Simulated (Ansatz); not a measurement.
C2H7BrSi can be A, `[SiH3]CCBr`, or B, `C[SiH](C)Br`.

Isolated molecules relaxed with PBE0-D4/def2-TZVP in Ansatz; ΔE leaves out vibrations. CCSD(T)/CBS adds triple-zeta CCSD(T) − MP2 to the extrapolated MP2 energy (def2 sets, frozen cores). Functionals use def2-TZVPP. For Br outer-core shells are correlated without core-valence functions, which leaves a few kJ/mol of doubt a bond. Scalar relativity is left out up to krypton. One conformer a species, not always the lowest.

(1) Which isomer does CCSD(T)/CBS put lower? Give the gap. (An estimate is asked.)

(2) Give E(B) − E(A) in kcal/mol with ωB97M-V, PBE0-D4, HF/def2-TZVPP, PBE-D4, B2PLYP, CCSD(T)/def2-TZVPP, LDA (SPW92). (An estimate is asked.)

(3) Does the order hold for the free energy at 298.15 K (harmonic terms from PBE0-D4)? (Estimate.)

Largest T1 diagnostic: 0.009.

Results:

(1) Ansatz gave: B, by 49.9 kcal/mol.

(2) Computed: ωB97M-V -50.6, PBE0-D4 -49.9, HF/def2-TZVPP -49.8, PBE-D4 -48.3, B2PLYP -49.1, CCSD(T)/def2-TZVPP -48.2, LDA (SPW92) -48.1. None reverses the order clearly.

(3) Ansatz gave: Yes: G(B) − G(A) = -48.4 kcal/mol, for one conformer each.

At CCSD(T), def2-SVP lies +4.8 kcal/mol from the extrapolated value and def2-TZVPP +1.8 kcal/mol. Leaving LDA and LC-ωPBE aside and taking each functional with its dispersion term where it has one, the values, not all of them listed here, spread over 4.7 kcal/mol, from r2SCAN0-D4 to BLYP-D4.
